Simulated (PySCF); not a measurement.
MCl anions for M along group 13

MP2 with double-zeta basis sets in PySCF, for the lowest determinant that a PBE0 search found; no spin–orbit coupling. De refers to high-spin ground-configuration atoms (the charge goes to the atom of lower measured ionisation energy or higher electron affinity, which is not always the lowest computed limit).

```csv
M,basis,"reference, frozen orbitals",charged atom,state (unpaired electrons),Re (Å),ωe (cm⁻¹),De (eV)
B,aug-cc-pVDZ/aug-cc-pV(D+d)Z,"UHF, 6",Cl−,doublet (π ↑),1.913,490,1.37
Al,aug-cc-pVDZ-DK,"UHF, 10",Cl−,doublet (π ↑),2.358,313,1.54
In,def2-SVPD,"UHF, 9",Cl−,doublet (π ↑),2.674,203,1.21
Tl,def2-SVPD,"UHF, 9",Cl−,doublet (π ↑),2.793,176,1.04
```

The shortest bond is that of BCl⁻ (1.913 Å), the longest that of TlCl⁻ (2.793 Å).

The rows differ in basis set, which adds steps of its own.

Down a group the atoms grow and get heavier, so bonds lengthen and wavenumbers fall; this series shows no clear exception.

Correlated steps freeze the inner cores (6 to 10 orbitals); shallow outer-core shells are correlated. Correlated levels converge slowly with the basis: in double zeta they bind strong bonds too weakly, by up to about 1 eV, and carry superposition errors of some tenths. Spin–orbit coupling is left out, which matters for elements this heavy, above all for dissociation energies. For an ion De counts to the pair picked by the measured ionisation energies or electron affinities, which need not be the lowest pair at this level. States were picked by a PBE0 search and need not be the measured ground states.
